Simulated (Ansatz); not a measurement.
Ligand exchange: C2HCl5 + C2H3In → C2H2Cl4 + C2H2ClIn

Species: C2HCl5 (pentachloroethane) `ClC(Cl)C(Cl)(Cl)Cl`, singlet; C2H3In `C#[C][InH2]`, singlet; C2H2Cl4 `ClC(Cl)C(Cl)Cl`, singlet; C2H2ClIn `C#[C][InH][Cl]`, singlet. The partners trade Cl for H: C–Cl and In–H bonds give way to C–H and In–Cl.

Shapes, held fixed at every level: PBE0-D4/def2-TZVP. Flexible molecules stand in one conformer, not always the lowest. Programs: Ansatz 0.2.0. The zero-point and thermal change to 298 K, harmonic and unscaled (PBE0-D4/def2-TZVP), is +14.8 kJ/mol.

Estimate ΔH(298 K) of this reaction.

The highest level, CCSD(T)/def2-TZVPP, gives ΔH(298 K) = -201.6 kJ/mol; the levels span -242.8 to -176.0. The column of differences is taken from that level and isn't an error. No measured value is set beside it here. For atoms past krypton def2 sets carry core potentials with scalar relativity. Correlated rows may include outer-core shells of In, which these sets cover unevenly.

| level | kind | ΔH(298 K) (kJ/mol) | less CCSD(T)/def2-TZVPP |
| --- | --- | --- | --- |
| HF/def2-TZVPP | Hartree–Fock | -242.8 | -41.2 |
| SPW92/def2-TZVPP | LDA | -176.0 | +25.6 |
| PBE-D4/def2-TZVPP | GGA | -189.2 | +12.4 |
| r2SCAN-D4/def2-TZVPP | meta-GGA | -201.5 | +0.1 |
| BHLYP-D4/def2-TZVPP | global hybrid | -214.9 | -13.3 |
| wB97X-V/def2-TZVPP | range-separated hybrid | -200.7 | +0.9 |
| CCSD(T)/def2-SVP | coupled cluster or CI | -197.1 | +4.5 |
| CCSD(T)/def2-TZVPP | coupled cluster or CI | -201.6 | 0.0 |
